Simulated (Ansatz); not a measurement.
Geometry optimisation, RHF/def2-SVP (Ansatz 0.2.0).

Input:

```yaml
crystal:
  periodic: [false, false, false]
  atoms:
    - { symbol: B, position_ang: [0.0, 0.0, 0.0] }
    - { symbol: H, position_ang: [0.0, 0.0, 1.54] }
    - { symbol: Cl, position_ang: [1.6108, 0.0, -0.93] }
    - { symbol: Cl, position_ang: [-1.6108, 0.0, -0.93] }
    - { symbol: Br, position_ang: [0.0978, -2.2185, 0.7379] }
    - { symbol: H, position_ang: [0.0382, -0.8668, 1.7013] }
basis:
  gaussian: { orbitals: def2-SVP }
hamiltonian:
  xc: hf
relax:
  f_tol: 0.15
  max_steps: 25
  restrain:
    - { distance: [0, 4], at: 2.04, k: 30.0 }
    - { distance: [5, 1], at: 0.66, k: 30.0 }
    - { distance: [0, 1], at: 2.39, k: 30.0 }
    - { distance: [5, 4], at: 2.75, k: 30.0 }
output:
  orbitals: {}
```

Launched with:

```bash
$ ansatz run input.yaml --threads 1 --pin off --max-ram 2048MiB --backend cpu --events-out ev --progress --plain --runs-dir out
```

Question: Where does it end, and by what steps?

Answer: The forces met the threshold. The restraints hold the end off the free minimum. After 7 steps the energy has fallen by 3.656 eV (the restraints' own energy left out); B1 moved furthest, 0.78 Å. Parted: Br5–H6 (1.66 → 2.76 Å).

```csv
step,energy less start (eV),largest force component (eV/Å),accepted
0,0.0000,3.967,yes
1,-0.7083,4.984,yes
2,-1.8629,5.104,yes
3,-3.0067,3.299,yes
4,-3.6479,1.534,yes
5,-3.5146,1.749,no
6,-3.6560,1.354,yes
7,-3.6558,1.541,yes
```

```xyz
6
Properties=species:S:1:pos:R:3
B 0.025 -0.649 -0.428
H 0.004 0.239 1.804
Cl 1.517 0.168 -0.788
Cl -1.501 0.105 -0.782
Br 0.066 -2.522 0.260
H 0.026 -0.425 2.054
```

Time of the run: 14 s on 1 thread of Intel(R) Xeon(R) 6975P-C (Granite Rapids), with other jobs on the host, peak memory 0.21 GiB.
